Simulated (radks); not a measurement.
Results of a calculation; reference values are marked as such.
Species: Lu IV. Configuration: [Kr] 4d10 4f14 5p6 5d2 (not the ground configuration).

Code: a radial shooting solver on a logarithmic mesh with Libxc functionals. Model: Dirac Kohn-Sham, B86b exchange with PBE correlation, spin-unpolarised, spherical densities, finite nucleus; open shells are shared between the two j in proportion to 2j + 1; Fermi nuclear charge, rms radius 5.37 fm.

Energy parts (eV):
total: -396582.89
kinetic: 441887.89
electron-nucleus: -983716.75
Hartree: 153466.95
exchange-correlation: -8220.97

Orbitals (lengths in bohr, moments of r in powers of bohr; <r^-3> diverges for s and p1/2; r(max) is where P^2 peaks):
| orbital | occ. | eigenvalue (eV) | <1/r> | r(max) | <r^-3> |
|---|---|---|---|---|---|
| 1s1/2 | 2 | -63186.40 | 82.19 | 0.01213 | - |
| 2s1/2 | 2 | -10779.05 | 19.88 | 0.06949 | - |
| 2p1/2 | 2 | -10291.51 | 19.86 | 0.05192 | - |
| 2p3/2 | 4 | -9173.724 | 16.96 | 0.05844 | 14150 |
| 3s1/2 | 2 | -2469.591 | 7.292 | 0.1960 | - |
| 3p1/2 | 2 | -2253.524 | 7.209 | 0.1838 | - |
| 3p3/2 | 4 | -2015.083 | 6.464 | 0.1973 | 3145 |
| 3d3/2 | 4 | -1647.787 | 6.353 | 0.1552 | 539.9 |
| 3d5/2 | 6 | -1595.724 | 6.174 | 0.1589 | 465.7 |
| 4s1/2 | 2 | -520.0160 | 3.051 | 0.4467 | - |
| 4p1/2 | 2 | -431.9699 | 2.941 | 0.4476 | - |
| 4p3/2 | 4 | -377.8374 | 2.682 | 0.4763 | 714.0 |
| 4d3/2 | 4 | -232.9348 | 2.461 | 0.4761 | 105.9 |
| 4d5/2 | 6 | -223.0528 | 2.397 | 0.4854 | 89.49 |
| 4f5/2 | 6 | -45.4198 | 1.872 | 0.4663 | 14.62 |
| 4f7/2 | 8 | -43.8596 | 1.844 | 0.4716 | 13.94 |
| 5p1/2 | 2 | -69.2541 | 1.042 | 1.118 | - |
| 5p3/2 | 4 | -61.6799 | 0.9564 | 1.200 | 98.69 |
| 5d3/2 | 0.8 | -29.1455 | 0.6819 | 1.546 | 7.904 |
| 5d5/2 | 1.2 | -28.4236 | 0.6654 | 1.583 | 6.623 |

The highest occupied level is 5d5/2 at -28.424 eV. Summed over all electrons, <r^2> = 35.86 bohr^2, which gives a Langevin (diamagnetic) susceptibility term of -28.4 x 10^-6 cm^3/mol. The density falls to 0.001 e/bohr^3 at r = 3.46 bohr.
